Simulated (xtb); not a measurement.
C2H, charge -1, singlet, from a rough starting geometry; GFN2-xTB in xtb.

Here is a job for xtb.
```
$ xtb mol.xyz --gfn 2 --chrg -1 --opt vtight --json

# file mol.xyz
3

C      0.02304103     0.03865781     0.07123233
C     -0.00244331     0.00843475    -1.17878690
H      0.01166847     0.01431546     1.10982998
```

Problem. Write the output that xtb gives for this input, abridged.

Solution. 
```
   ID    Z sym.   atoms
    1    6 C      1, 2
    2    1 H      3

           -------------------------------------------------
          |                Calculation Setup                |
           -------------------------------------------------

           -------------------------------------------------
          |                 G F N 2 - x T B                 |
           -------------------------------------------------

          ...................................................
          :                      SETUP                      :
          :.................................................:
          :  # basis functions                   9          :
          :  # atomic orbitals                   9          :
          :  # shells                            5          :
          :  # electrons                        10          :
          :  max. iterations                   250          :
          :  Hamiltonian                  GFN2-xTB          :
          :  restarted?                      false          :
          :  GBSA solvation                  false          :
          :  PC potential                    false          :
          :  electronic temp.          300.0000000     K    :
          :  accuracy                    1.0000000          :
          :  -> integral cutoff          0.2500000E+02      :
          :  -> integral neglect         0.1000000E-07      :
          :  -> SCF convergence          0.1000000E-05 Eh   :
          :  -> wf. convergence          0.1000000E-03 e    :
          :  Broyden damping             0.4000000          :
          :  net charge                         -1          :
          :  unpaired electrons                  0          :
          ...................................................

 iter      E             dE          RMSdq      gap      omega  full diag
   1     -4.8803344 -0.488033E+01  0.117E+01    5.82       0.0  T
   2     -4.8698652  0.104692E-01  0.758E+00    5.62       1.0  T
   3     -4.7590355  0.110830E+00  0.684E+00    6.33       1.0  T
   4     -4.8933462 -0.134311E+00  0.420E-01    6.11       1.0  T
   5     -4.8933344  0.117851E-04  0.280E-01    6.14       1.0  T
   6     -4.8933684 -0.339551E-04  0.120E-01    6.16       1.0  T
   7     -4.8933823 -0.138918E-04  0.440E-02    6.17       1.3  T
   8     -4.8933889 -0.663472E-05  0.585E-03    6.17       9.9  T
   9     -4.8933889  0.239304E-07  0.409E-03    6.17      14.1  T
  10     -4.8933889 -0.284764E-07  0.362E-04    6.17     159.4  T
  11     -4.8933889 -0.427193E-09  0.718E-05    6.17     804.2  T

   *** convergence criteria satisfied after 11 iterations ***

         :::::::::::::::::::::::::::::::::::::::::::::::::::::
         ::                     SUMMARY                     ::
         :::::::::::::::::::::::::::::::::::::::::::::::::::::
         :: total energy              -4.787350640237 Eh    ::
         :: gradient norm              0.093985916605 Eh/a0 ::
         :: HOMO-LUMO gap              6.167794559330 eV    ::
         ::.................................................::
         :: SCC energy                -4.893388895840 Eh    ::
         :: -> isotropic ES            0.176012256956 Eh    ::
         :: -> anisotropic ES          0.009120833560 Eh    ::
         :: -> anisotropic XC          0.006193209208 Eh    ::
         :: -> dispersion             -0.001088846876 Eh    ::
         :: repulsion energy           0.106038255603 Eh    ::
         :: add. restraining           0.000000000000 Eh    ::
         :: total charge              -1.000000000000 e     ::
         :::::::::::::::::::::::::::::::::::::::::::::::::::::

      -----------------------------------------------------------
     |                   =====================                   |
     |                        A N C O P T                        |
     |                   =====================                   |
     |               Approximate Normal Coordinate               |
     |                Rational Function Optimizer                |
      -----------------------------------------------------------
      -----------------------------------------------------------
     |                   =====================                   |
     |                        A N C O P T                        |
     |                   =====================                   |
     |               Approximate Normal Coordinate               |
     |                Rational Function Optimizer                |
      -----------------------------------------------------------

          ...................................................
          :                      SETUP                      :
          :.................................................:
          :   optimization level         verytight          :
          :   max. optcycles                   200          :
          :   ANC micro-cycles                  20          :
          :   degrees of freedom                 3          :
          :.................................................:
          :   RF solver                   davidson          :
          :   write xtbopt.log                true          :
          :   linear?                        false          :
          :   energy convergence         0.1000000E-06 Eh   :
          :   grad. convergence          0.2000000E-03 Eh/α :
          :   maxmium RF displ.          1.0000000          :
          :   Hlow (freq-cutoff)         0.1000000E-01      :
          :   Hmax (freq-cutoff)         5.0000000          :
          :   S6 in model hess.         20.0000000          :
          ...................................................

generating ANC from exact Hessian ...
Using Lindh-Hessian (1995)
 Shifting diagonal of input Hessian by    0.0000000000000000
 Lowest  eigenvalues of input Hessian
    0.000000    0.000000    0.000000    0.000000    0.000000    0.000000
[...]
 * total energy  :    -4.7873506 Eh     change       -0.1238298E-10 Eh
 * total energy  :    -4.7905020 Eh     change       -0.3151393E-02 Eh
 * total energy  :    -4.7909707 Eh     change       -0.4686535E-03 Eh
 * total energy  :    -4.7910147 Eh     change       -0.4397894E-04 Eh
 * total energy  :    -4.7910257 Eh     change       -0.1102453E-04 Eh
 * total energy  :    -4.7910346 Eh     change       -0.8908171E-05 Eh
 * total energy  :    -4.7910367 Eh     change       -0.2144816E-05 Eh
 * total energy  :    -4.7910367 Eh     change       -0.5849365E-08 Eh
   *** GEOMETRY OPTIMIZATION CONVERGED AFTER 8 ITERATIONS ***
[...]
 ---------------------------------

           -------------------------------------------------
          |                Final Singlepoint                |
           -------------------------------------------------

          ...................................................
          :                      SETUP                      :
          :.................................................:
          :  # basis functions                   9          :
          :  # atomic orbitals                   9          :
          :  # shells                            5          :
          :  # electrons                        10          :
          :  max. iterations                   250          :
          :  Hamiltonian                  GFN2-xTB          :
          :  restarted?                      false          :
          :  GBSA solvation                  false          :
          :  PC potential                    false          :
          :  electronic temp.          300.0000000     K    :
          :  accuracy                    1.0000000          :
          :  -> integral cutoff          0.2500000E+02      :
          :  -> integral neglect         0.1000000E-07      :
          :  -> SCF convergence          0.1000000E-05 Eh   :
          :  -> wf. convergence          0.1000000E-03 e    :
          :  Broyden damping             0.4000000          :
          :  net charge                         -1          :
          :  unpaired electrons                  0          :
          ...................................................

 iter      E             dE          RMSdq      gap      omega  full diag
   1     -4.8995095 -0.489951E+01  0.258E-04    6.44       0.0  T
   2     -4.8995095  0.106041E-09  0.225E-04    6.44     256.2  T
   3     -4.8995095 -0.181812E-09  0.124E-04    6.44     466.0  T

   *** convergence criteria satisfied after 3 iterations ***

         :::::::::::::::::::::::::::::::::::::::::::::::::::::
         ::                     SUMMARY                     ::
         :::::::::::::::::::::::::::::::::::::::::::::::::::::
         :: total energy              -4.791036749660 Eh    ::
         :: gradient norm              0.000022111459 Eh/a0 ::
         :: HOMO-LUMO gap              6.441032494687 eV    ::
         ::.................................................::
         :: SCC energy                -4.899509483911 Eh    ::
         :: -> isotropic ES            0.171868903017 Eh    ::
         :: -> anisotropic ES          0.008934177335 Eh    ::
         :: -> anisotropic XC          0.006292695931 Eh    ::
         :: -> dispersion             -0.001159990970 Eh    ::
         :: repulsion energy           0.108472734251 Eh    ::
         :: add. restraining           0.000000000000 Eh    ::
         :: total charge              -1.000000000000 e     ::
         :::::::::::::::::::::::::::::::::::::::::::::::::::::

           -------------------------------------------------
          |                Property Printout                |
           -------------------------------------------------

    * Orbital Energies and Occupations

         #    Occupation            Energy/Eh            Energy/eV
      -------------------------------------------------------------
         1        2.0000           -0.2571152              -6.9965
         2        2.0000           -0.2000894              -5.4447
         3        2.0000           -0.0434761              -1.1830
         4        2.0000           -0.0434761              -1.1830
         5        2.0000           -0.0342534              -0.9321 (HOMO)
         6                          0.2024502               5.5090 (LUMO)
         7                          0.2024502               5.5090
         8                          0.4052770              11.0281
         9                          1.4012964              38.1312
      -------------------------------------------------------------
                  HL-Gap            0.2367036 Eh            6.4410 eV
             Fermi-level            0.0840984 Eh            2.2884 eV

     #   Z          covCN         q      C6AA      α(0)
     1   6 C        1.901    -0.233    38.022     9.959
     2   6 C        0.981    -0.530    57.457    12.731
     3   1 H        0.920    -0.238    14.141     5.881

 Mol. C6AA /au·bohr⁶  :        306.365032
 Mol. C8AA /au·bohr⁸  :       7566.514636
 Mol. α(0) /au        :         28.570912

Wiberg/Mayer (AO) data.
largest (>0.10) Wiberg bond orders for each atom

 ---------------------------------------------------------------------------
     #   Z sym  total        # sym  WBO       # sym  WBO       # sym  WBO
 ---------------------------------------------------------------------------
     1   6 C    3.860 --     2 C    2.968     3 H    0.892
     2   6 C    3.019 --     1 C    2.968
     3   1 H    0.944 --     1 C    0.892
 ---------------------------------------------------------------------------

Topologies differ in total number of bonds
Writing topology from bond orders to xtbtopo.mol

molecular dipole:
                 x           y           z       tot (Debye)
 q only:       -0.016      -0.037       0.655
   full:       -0.011      -0.035       1.385       3.521
molecular quadrupole (traceless):
                xx          xy          yy          xz          yz          zz
 q only:        1.902      -0.001       1.901      -0.017       0.021      -3.803
  q+dip:        1.527      -0.001       1.526       0.013       0.067      -3.053
   full:        2.473      -0.001       2.472      -0.005       0.059      -4.945

optimized geometry written to: xtbopt.xyz

           -------------------------------------------------
          | TOTAL ENERGY               -4.791036749660 Eh   |
          | GRADIENT NORM               0.000022111459 Eh/α |
          | HOMO-LUMO GAP               6.441032494687 eV   |
           -------------------------------------------------
```
